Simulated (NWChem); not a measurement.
NH₂SeF; SMILES N[Se]F

```xyz
5

Se     0.3774     0.0164     0.0000
F     -0.5396    -1.5220     0.0000
N     -0.8877     1.2493     0.0000
H     -1.4274     1.3810     0.8503
H     -1.4274     1.3810    -0.8503
```
Atoms are numbered in this order, from 1.

Level: PBE0/def2-SVP (NWChem), optimised geometry, unscaled harmonic frequencies. This build's default masses of Se (78.918 u) and Br (79.917 u) are each other's, which moves their modes by up to 0.6 %.

Problem. List the harmonic frequencies with IR intensities, and the thermochemistry.

Solution. 
```csv
frequency (cm⁻¹),IR intensity (km/mol)
254,22.4
513,245.3
545,30.2
631,66.4
807,31.6
996,8.3
1570,9.5
3565,20.9
3686,55.7
```

```json
{
  "zero_point_energy": "18.0 kcal/mol",
  "thermal correction to the enthalpy at 298.15 K (with zero-point energy)": "21.0 kcal/mol",
  "heat capacity Cv": "12.1 cal/(mol K)",
  "entropy at 298.15 K and 1 atm (symmetry number 1)": "67.6 cal/(mol K)",
  "dipole_moment": "2.46 D"
}
```

Rigid rotor and harmonic oscillator.
